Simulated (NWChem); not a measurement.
A series in which one site is exchanged, each optimised at B3LYP/6-31G* with NWChem, gas phase unless a solvent is named. All stand in one matching conformer (torsions within 35°), which need not be the lowest. Pople sets run with spherical d functions. This build's default masses of Se (78.918 u) and Br (79.917 u) are each other's, which moves their modes by up to 0.6 %. Shieldings are non-relativistic GIAO values without spin-orbit effects.

A: Br[Se]N (NH2SeBr; site = Se)
B: [Mg]([NH2])[Br] (MgNH2Br; site = Mg)
C: [Zn]([NH2])[Br] (ZnNH2Br; site = Zn)
D: [NH2][Be][Br] (BeNH2Br; site = Be)

```tsv
quantity	A	B	C	D
orbital gap (eV), B3LYP/6-31G*	3.92	4.62	5.67	?
vertical ionisation energy, ΔSCF, B3LYP/def2-SVP (eV)	8.88	8.93	9.19	?
lowest singlet excitation, B3LYP/def2-SVPD, TDA (eV)	2.72	3.87	4.77	?
15N shift against ammonia, PBE0/pcSseg-1 (ppm)	83.7	-32.2	-13.7	?
15N shift against ammonia, PBE/pcSseg-1 (ppm)	94.9	-30.6	-3.6	?
```

Task: Some entries are withheld; supply them.

Result: 
- orbital gap (eV), B3LYP/6-31G*, D: 7.21
- vertical ionisation energy, ΔSCF, B3LYP/def2-SVP (eV), D: 9.72
- lowest singlet excitation, B3LYP/def2-SVPD, TDA (eV), D: 5.80
- 15N shift against ammonia, PBE0/pcSseg-1 (ppm), D: 23.6
- 15N shift against ammonia, PBE/pcSseg-1 (ppm), D: 27.1
